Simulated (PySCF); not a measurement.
C3HF4, multiplicity 2. Atoms are numbered in the order given.

```xyz
8

F      0.2617     2.8979     0.0000
C     -0.2919     1.6911     0.0000
C      0.3955     0.5692     0.0000
C      0.0544    -0.8671     0.0000
F      0.5376    -1.4945    -1.0805
F      0.5376    -1.4945     1.0805
F     -1.2877    -1.0284     0.0000
H     -1.3912     1.7171     0.0000
```
Charge 0, spin multiplicity 2.

Coordinates come from a B3LYP-D3(BJ)/def2-SVP optimisation. The isomer is the one that the SMILES or the coordinates give; other isomers of the formula were not compared.

The numbers are results of TDA-PBE/def2-SVPD (PySCF 2.14.0), not measurements.

Vertical excitations. Gas-phase values at a fixed geometry.

```tsv
state	energy (eV)	λ (nm)	f	main pairs
root 1	2.15	575	0.002	β HOMO→LUMO 99 %
root 2	4.61	269	0.000	α HOMO−1→LUMO 48 %, β HOMO→LUMO+1 49 %
root 3	4.67	265	0.000	β HOMO−1→LUMO 98 %
root 4	5.02	247	0.001	β HOMO−2→LUMO 100 %
root 5	5.31	233	0.001	α HOMO→LUMO 96 %
root 6	5.43	228	0.004	β HOMO−3→LUMO 99 %
root 7	5.66	219	0.000	β HOMO−4→LUMO 97 %
root 8	5.82	213	0.022	β HOMO−5→LUMO 98 %
root 9	6.64	187	0.001	β HOMO−7→LUMO 100 %
root 10	6.67	186	0.009	β HOMO−6→LUMO 98 %
```
Unrestricted roots are not spin-pure.
